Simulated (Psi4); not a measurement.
strontium atom (Sr), singlet (core potentials on Sr); Psi4 with B3LYP/def2-TZVP.

The Psi4 input:
```
memory 2 GB

molecule mol {
0 1
Sr    0.000000    0.000000    0.000000
}

set {
  basis def2-tzvp
  reference rks
  dft_radial_points 99
}

energy('b3lyp')
print_variables()
```

**Question.** Predict the main parts of the log of this Psi4 run.

**Answer.** 
```
   => Loading Basis Set <=

    Name: DEF2-TZVP
    Role: ORBITAL
    Keyword: BASIS

    !!!  WARNING: ECP capability is in beta. Please check occupations closely.  !!!

         ---------------------------------------------------------
                                   SCF
               by Justin Turney, Rob Parrish, Andy Simmonett
                          and Daniel G. A. Smith
                              RKS Reference
         ---------------------------------------------------------

  ==> Geometry <==

    Molecular point group: d2h
    Geometry (in Angstrom), charge = 0, multiplicity = 1:

       Center              X                  Y                   Z               Mass
    ------------   -----------------  -----------------  -----------------  -----------------
         SR           0.000000000000     0.000000000000     0.000000000000    87.905612500000

  Running in d2h symmetry.

  Rotational constants: A = ************  B = ************  C = ************ [cm^-1]
  Rotational constants: A = ************  B = ************  C = ************ [MHz]
  Nuclear repulsion =    0.000000000000000

  Charge       = 0
  Multiplicity = 1
  Electrons    = 10
  Nalpha       = 5
  Nbeta        = 5

  ==> Algorithm <==

  SCF Algorithm Type is DF.
  DIIS enabled.
  MOM disabled.
  Fractional occupation disabled.
  Guess Type is CORE.
  Energy threshold   = 1.00e-06
  Density threshold  = 1.00e-06
  Integral threshold = 1.00e-12

  ==> Primary Basis <==

  Basis Set: DEF2-TZVP
    Blend: DEF2-TZVP
    Number of shells: 13
    Number of basis functions: 33
    Number of Cartesian functions: 36
    Spherical Harmonics?: true
    Max angular momentum: 2

  Core potential: DEF2-TZVP
    Number of shells: 4
    Number of ECP primitives: 10
    Number of ECP core electrons: 28
    Max angular momentum: 3

  ==> DFT Potential <==

   => LibXC <=

    Version 7.1.2
    S. Lehtola, C. Steigemann, M. J. T. Oliveira, and M. A. L. Marques,  SoftwareX 7, 1–5 (2018) (10.1016/j.softx.2017.11.002)

   => Composite Functional: B3LYP <=

    B3LYP Hyb-GGA Exchange-Correlation Functional

    P. J. Stephens, F. J. Devlin, C. F. Chabalowski, and M. J. Frisch,  J. Phys. Chem. 98, 11623 (1994) (10.1021/j100096a001)

    Deriv               =              1
    GGA                 =           TRUE
    Meta                =          FALSE

    Exchange Hybrid     =           TRUE
    MP2 Hybrid          =          FALSE

   => Exchange Functionals <=

    0.0800   Slater exchange
    0.7200         Becke 88

   => Exact (HF) Exchange <=

    0.2000               HF

   => Correlation Functionals <=

    0.1900   Vosko, Wilk & Nusair (VWN5_RPA)
    0.8100   Lee, Yang & Parr

   => LibXC Density Thresholds  <==

    XC_HYB_GGA_XC_B3LYP:  1.00E-15

   => Molecular Quadrature <=

    Radial Scheme          =       TREUTLER
    Pruning Scheme         =           NONE
    Nuclear Scheme         =       TREUTLER

    Blocking Scheme        =         OCTREE
    BS radius alpha        =              1
    Pruning alpha          =              1
    Radial Points          =             99
    Spherical Points       =            302
    Total Points           =          27180
    Total Blocks           =            302
    Max Points             =            253
    Max Functions          =             33
    Weights Tolerance      =       1.00E-15

   => Loading Basis Set <=

    Name: (DEF2-TZVP AUX)
    Role: JKFIT
    Keyword: DF_BASIS_SCF

  ==> Integral Setup <==

  SCF_SUBTYPE=INCORE selected. In-core MEM_DF algorithm will be used.
  Using in-core AOs.

  ==> MemDFJK: Density-Fitted J/K Matrices <==

    J tasked:                   Yes
    K tasked:                   Yes
    wK tasked:                   No
    Algorithm:                 Core
    Schwarz Cutoff:           1E-12
    Mask sparsity (%):       0.0000
    Fitting Condition:        1E-10

   => Auxiliary Basis Set <=

  Basis Set: (DEF2-TZVP AUX)
    Blend: DEF2-UNIVERSAL-JKFIT
[...]

  Minimum eigenvalue in the overlap matrix is 2.2087721082E-02.
  Reciprocal condition number of the overlap matrix is 6.9458197536E-03.
    Using symmetric orthogonalization.

  ==> Pre-Iterations <==

  SCF Guess: Core (One-Electron) Hamiltonian.

   -------------------------------------------------------
    Irrep   Nso     Nmo     Nalpha   Nbeta   Ndocc  Nsocc
   -------------------------------------------------------
     Ag        12      12       2       2       2       0
     B1g        3       3       0       0       0       0
     B2g        3       3       0       0       0       0
     B3g        3       3       0       0       0       0
     Au         0       0       0       0       0       0
     B1u        4       4       1       1       1       0
     B2u        4       4       1       1       1       0
     B3u        4       4       1       1       1       0
   -------------------------------------------------------
    Total      33      33       5       5       5       0
   -------------------------------------------------------

  ==> Iterations <==

                           Total Energy        Delta E     RMS |[F,P]|

   @DF-RKS iter   1:   -28.53761459205253   -2.85376e+01   1.04235e-01 ADIIS
   @DF-RKS iter   2:   -29.60612095300400   -1.06851e+00   9.04060e-02 ADIIS/DIIS
   @DF-RKS iter   3:   -30.68737827843854   -1.08126e+00   1.08248e-02 ADIIS/DIIS
   @DF-RKS iter   4:   -30.70367967814211   -1.63014e-02   3.69460e-04 ADIIS/DIIS
   @DF-RKS iter   5:   -30.70372439256575   -4.47144e-05   8.93118e-05 DIIS
   @DF-RKS iter   6:   -30.70372585001555   -1.45745e-06   5.23572e-06 DIIS
   @DF-RKS iter   7:   -30.70372586959488   -1.95793e-08   1.80173e-06 DIIS
   @DF-RKS iter   8:   -30.70372587055603   -9.61151e-10   1.52246e-07 DIIS
  Energy and wave function converged.

  ==> Post-Iterations <==

   Electrons on quadrature grid:
      Ntotal   =   10.0000000000 ; deviation = 5.329e-14

    Orbital Energies [Eh]
    ---------------------

    Doubly Occupied:

[...]
    Virtual:

[...]
      12Ag    68.896082

    Final Occupation by Irrep:
             Ag   B1g   B2g   B3g    Au   B1u   B2u   B3u
    DOCC [     2,    0,    0,    0,    0,    1,    1,    1 ]
    NA   [     2,    0,    0,    0,    0,    1,    1,    1 ]
    NB   [     2,    0,    0,    0,    0,    1,    1,    1 ]

  @DF-RKS Final Energy:   -30.70372587055603

   => Energetics <=

    Nuclear Repulsion Energy =              0.0000000000000000
    One-Electron Energy =                 -50.0121127430236925
    Two-Electron Energy =                  22.7761993166051724
    DFT Exchange-Correlation Energy =      -3.4678124441375142
    Empirical Dispersion Energy =           0.0000000000000000
    VV10 Nonlocal Energy =                  0.0000000000000000
    Total Energy =                        -30.7037258705560347

Computation Completed

Properties will be evaluated at   0.000000,   0.000000,   0.000000 [a0]

Properties computed using the SCF density matrix

 Multipole Moments:

 ------------------------------------------------------------------------------------
     Multipole            Electronic (a.u.)      Nuclear  (a.u.)        Total (a.u.)
 ------------------------------------------------------------------------------------

 L = 1.  Multiply by 2.5417464519 to convert [e a0] to [Debye]
 Dipole X            :          0.0000000            0.0000000            0.0000000
 Dipole Y            :          0.0000000            0.0000000            0.0000000
 Dipole Z            :          0.0000000            0.0000000            0.0000000
 Magnitude           :                                                    0.0000000

 ------------------------------------------------------------------------------------

  Variable Map:
  ----------------------------------------------------------------------------
[...]
  Array Variable Map:
  ----------------------------------------------------------------------------
[...]
[...]
```
